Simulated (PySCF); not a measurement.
Run record: geometry optimisation, `ClB(Cl)[SiH2]C(Cl)Cl`.

Computed with PBE0-D3(BJ)/def2-SVP geometry optimisation, gas phase (PySCF 2.14.0). Start geometry: GFN2-xTB. The command runs a driver script over a list of jobs; the input below is this job's line of settings and its coordinates in Å.

Command:
```bash
OMP_NUM_THREADS=1 python probes_run.py task.json out
```

Input:
```
{"job": {"xc": "PBE0", "basis": "def2-SVP", "d3": "d3bj", "grid": 1, "shake": 0.01, "kind": "geom"}, "charge": 0, "multiplicity": 1}
Cl    -2.266500    -1.302000    -0.736160
B     -1.816050     0.253360    -0.135030
Cl    -3.069450     1.305430     0.411750
Si     0.139720     0.818030    -0.106920
C      1.201860    -0.778280     0.004760
Cl     0.755270    -1.607030     1.519980
Cl     2.930800    -0.345200     0.054960
H      0.522900     1.629700     1.044600
H      0.572500     1.501680    -1.299380
H      1.079400    -1.496630    -0.779620
```

Output:
```
step   0  E = -2193.61247977  max force = 0.021461
step   1  E = -2193.61578452  max force = 0.005498
step   2  E = -2193.61599943  max force = 0.001287
step   3  E = -2193.61601898  max force = 0.000365
step   4  E = -2193.61602755  max force = 0.000579
step   5  E = -2193.61603594  max force = 0.000394
optimisation converged
```

Energies in Eh; «max force» is the largest Cartesian gradient component in Eh/bohr.

Q: How much energy does the optimisation release, in kcal/mol?

A: E(step 0) − E(last step) = 0.003556 Eh, which is 2.2 kcal/mol.

Summary of the converged run: final energy -2193.61604 Eh after 5 steps; dipole 1.41 D.

Q: Give the final coordinates.

A: 0.060 Å rms from the input after alignment:
```
atom  x, y, z in Å
Cl1   -2.5799   -1.4719   -0.5015
B2    -2.1453    0.0812    0.1741
Cl3   -3.4154    1.1609    0.6894
Si4   -0.2010    0.6286    0.2730
C5     0.8422   -0.9567    0.4632
Cl6    0.3328   -1.7626    1.9777
Cl7    2.5813   -0.5793    0.4656
H8     0.0947    1.5155    1.4321
H9     0.1935    1.3060   -1.0016
H10    0.6685   -1.6785   -0.3456
```

Q: Estimate the wall time. Hardware: one thread of an Arm Neoverse V1, shared host. And the peak memory of the process?

A: About 73 s, with 0.51 GiB resident at the peak, the Python interpreter and its libraries included.
Labels such as C1 count atoms from 1, the log's own numbers from 0.
